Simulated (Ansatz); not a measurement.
Consider the formal exchange of groups at a B–H bond: `[BH2][AlH][OH]` + `N=C[SeH]` → `[OH][AlH][BH][SeH]` + `C=N`.

Gas-phase electronic energies from Ansatz, PBE0-D4/def2-TZVP geometries. CBS: MP2 limit from def2 TZ/QZ plus the TZ coupled-cluster correction, frozen cores. This one scheme is used for every species. For Se outer-core shells are correlated without core-valence functions, which leaves a few kJ/mol of doubt a bond. Scalar relativity is left out up to krypton. Each species was taken in one conformer, which may not be the lowest.

| species | CCSD(T)/CBS(def2) energy (Eh) |
| --- | --- |
| `[BH2][AlH][OH]` | -344.39123 |
| `N=C[SeH]` | -2495.22891 |
| `[OH][AlH][BH][SeH]` | -2745.15061 |
| `C=N` | -94.52360 |

(1) Work out ΔE.

(2) What do rigid-rotor, harmonic-oscillator terms from PBE0-D4/def2-TZVP frequencies (298.15 K, 1 bar) make of the CCSD(T)/CBS value? (An estimate is asked.)

Largest T1 diagnostic among the species: 0.014.

Answers

(1) ΔE = (-2745.15061) + (-94.52360) − (-344.39123) − (-2495.22891) = -0.05407 Eh = -142.0 kJ/mol.

(2) Computed: ΔZPE = +9.7 kJ/mol, ΔH = -132.4 kJ/mol, ΔS = -6 J/(mol·K), ΔG = -130.6 kJ/mol.

In def2-TZVPP, CCSD(T) changes the Hartree–Fock value by −18.6 kJ/mol (the triples alone add −3.4 kJ/mol) and MP2 by −17.9 kJ/mol. At CCSD(T), def2-SVP lies −8.3 kJ/mol from the extrapolated value and def2-TZVPP +1.4 kJ/mol.
